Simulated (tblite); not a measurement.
Compound: C₆H₈NS (doublet state).
SMILES with atom numbers: `[N:1]=[CH:2][C@@H:3]1[CH:4]=[CH:5][CH2:6][C@@H:7]1[SH:8]` (hydrogens: H9 on C2; H10 on C3; H11 on C4; H12 on C5; H13, H14 on C6; H15 on C7; H16 on S8)
Bond orders are those of one Lewis drawing.

Computed with GFN2-xTB (tblite), gas phase: L-BFGS steps from a force-field or distance-geometry start until the largest atomic force falls under 0.01 eV/Å.

Step 2: E = -624.6613 eV
```
atom  x, y, z in Å  |  force x, y, z in eV/Å
N1      1.8072   -2.3691    0.8737   -0.582   0.522  -1.183
C2      1.1305   -1.7350    0.0525    0.895  -0.898   1.307
C3      0.0953   -0.7508    0.5783   -0.241   0.086  -0.047
C4     -1.2730   -0.9466   -0.0052   -0.097   0.409  -0.088
C5     -1.7522    0.1820   -0.5084    0.197   0.010  -0.027
C6     -0.7751    1.3141   -0.4209   -0.025  -0.088   0.014
C7      0.4371    0.7303    0.3171   -0.182   0.041  -0.202
S8      1.9948    0.9447   -0.6400    0.353   0.200  -0.044
H9      1.2287   -1.8527   -1.0283   -0.107   0.181   0.042
H10     0.0804   -0.8714    1.6557   -0.088  -0.357   0.339
H11    -1.8226   -1.8686    0.0184    0.227  -0.179   0.106
H12    -2.7176    0.3088   -0.9630   -0.029   0.025  -0.028
H13    -1.1656    2.1569    0.1574   -0.102   0.011  -0.344
H14    -0.4722    1.6285   -1.4159   -0.172   0.297  -0.158
H15     0.5227    1.2482    1.2567    0.485   0.110   0.351
H16     2.6740    1.8896    0.0605   -0.531  -0.370  -0.038
```

Step 3: E = -624.7025 eV
```
atom  x, y, z in Å  |  force x, y, z in eV/Å
N1      1.8072   -2.3695    0.8668   -0.026   0.005  -0.479
C2      1.1357   -1.7407    0.0603    0.259  -0.312   0.505
C3      0.0907   -0.7494    0.5783   -0.075   0.048   0.099
C4     -1.2746   -0.9402   -0.0068    0.013  -0.217   0.115
C5     -1.7491    0.1813   -0.5084   -0.156   0.384  -0.269
C6     -0.7756    1.3134   -0.4212    0.029   0.003  -0.091
C7      0.4347    0.7315    0.3150   -0.025   0.070   0.002
S8      2.0004    0.9480   -0.6405    0.148   0.019  -0.125
H9      1.2270   -1.8499   -1.0271   -0.115   0.192   0.128
H10     0.0792   -0.8764    1.6601   -0.112  -0.300   0.180
H11    -1.8193   -1.8711    0.0199    0.273  -0.023   0.087
H12    -2.7180    0.3091   -0.9633    0.062   0.018   0.007
H13    -1.1669    2.1568    0.1524   -0.122   0.042  -0.291
H14    -0.4747    1.6326   -1.4178   -0.174   0.253  -0.104
H15     0.5296    1.2494    1.2612    0.432   0.026   0.157
H16     2.6662    1.8840    0.0597   -0.411  -0.207   0.080
```

**Question.** Estimate the geometry and energy of step 4. (The exact step hangs on the optimiser's Hessian estimate; all steps are aligned on step 3, rigid shifts and turns removed.)

**Answer.** E = -624.7355 eV, largest force 0.968 eV/Å
```
atom  x, y, z in Å  |  force x, y, z in eV/Å
N1      1.8121   -2.3749    0.8558    0.639  -0.619   0.381
C2      1.1418   -1.7488    0.0722   -0.515   0.435  -0.452
C3      0.0837   -0.7472    0.5821    0.117  -0.002   0.207
C4     -1.2761   -0.9410   -0.0055   -0.080   0.412  -0.109
C5     -1.7509    0.1901   -0.5152    0.185  -0.360   0.084
C6     -0.7756    1.3138   -0.4247    0.071   0.117  -0.127
C7      0.4324    0.7355    0.3148    0.123  -0.024   0.123
S8      2.0095    0.9516   -0.6441   -0.205  -0.274  -0.230
H9      1.2226   -1.8427   -1.0226   -0.123   0.195   0.195
H10     0.0755   -0.8880    1.6676   -0.129  -0.195   0.019
H11    -1.8093   -1.8732    0.0234    0.150  -0.103   0.070
H12    -2.7165    0.3098   -0.9633   -0.118   0.071  -0.102
H13    -1.1708    2.1575    0.1408   -0.134   0.111  -0.188
H14    -0.4814    1.6422   -1.4214   -0.117   0.198  -0.085
H15     0.5461    1.2504    1.2680    0.328  -0.033  -0.055
H16     2.6491    1.8738    0.0608   -0.191   0.070   0.269
```

The energy changes by -0.0330 eV. The first-order estimate −F·Δx gives -0.0607 eV and the mean of the old and new forces, exact on a quadratic surface, -0.0329 eV. The step makes an angle of 22° with the force vector and moves no atom by more than 0.020 Å.

The cost below is that of the whole relaxation. On Arm Neoverse V2, one thread, no GPU, shared host with 96 logical CPUs at a one-minute load of 34, this took 0.97 s of wall time.
